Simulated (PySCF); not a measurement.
C₂H₉NOSi₂, SMILES [SiH3]/N=C\CO[SiH3]. Atoms are numbered in the order given.

```xyz
15

Si    -2.6859    -0.1715     0.9372
N     -1.7036     0.6937    -0.2181
C     -0.5832     0.4624    -0.7589
C      0.3051    -0.7533    -0.5736
O      1.6425    -0.4890    -0.9258
Si     2.7149     0.3069     0.0825
H     -2.0767    -1.3935     1.5672
H     -3.9259    -0.5881     0.2213
H     -3.0359     0.7870     2.0226
H     -0.1647     1.1890    -1.4917
H      0.2102    -1.1450     0.4598
H     -0.0691    -1.5485    -1.2475
H      2.2636     1.7055     0.3615
H      2.8264    -0.4183     1.3865
H      4.0191     0.3186    -0.6272
```
Charge 0, spin multiplicity 1.

The structure is a stationary point at r2SCAN-D4/def2-SVP. The structure was generated by enumeration; whether it is a known compound was not checked. The values are those of a single conformer.

All values below come from PySCF with PBE/pcSseg-1.

GIAO shieldings, no solvent; atoms alike by connectivity are averaged. δ = σ(ref) − σ: ²⁹Si against TMS (σ = 335.4 ppm); ¹⁵N against NH3 (σ = 267.0 ppm); ¹³C against TMS (σ = 182.0 ppm); ¹⁷O against H2O (σ = 334.3 ppm); ¹H against TMS (σ = 31.49 ppm), references at their B3LYP-D3(BJ)/def2-TZVP geometries, non-relativistic.

| atoms | nucleus | count | δ (ppm) |
|---|---|---|---|
| Si6 | ²⁹Si | 1 | -28.9 |
| Si1 | ²⁹Si | 1 | ___ |
| N2 | ¹⁵N | 1 | ___ |
| C3 | ¹³C | 1 | 192.0 |
| C4 | ¹³C | 1 | ___ |
| O5 | ¹⁷O | 1 | 19.5 |
| H10 | ¹H | 1 | ___ |
| H7, H8, H9 | ¹H | 3 | 5.41 |
| H13, H14, H15 | ¹H | 3 | 5.33 |
| H11, H12 | ¹H | 2 | ___ |

Question: Fill in the missing entries. (Estimate from the structure and the level; the computed values follow.)

Answer: 
- H11, H12, δ (ppm): 4.57
- C4, δ (ppm): 77.1
- Si1, δ (ppm): -72.7
- N2, δ (ppm): 375.5
- H10, δ (ppm): 9.30
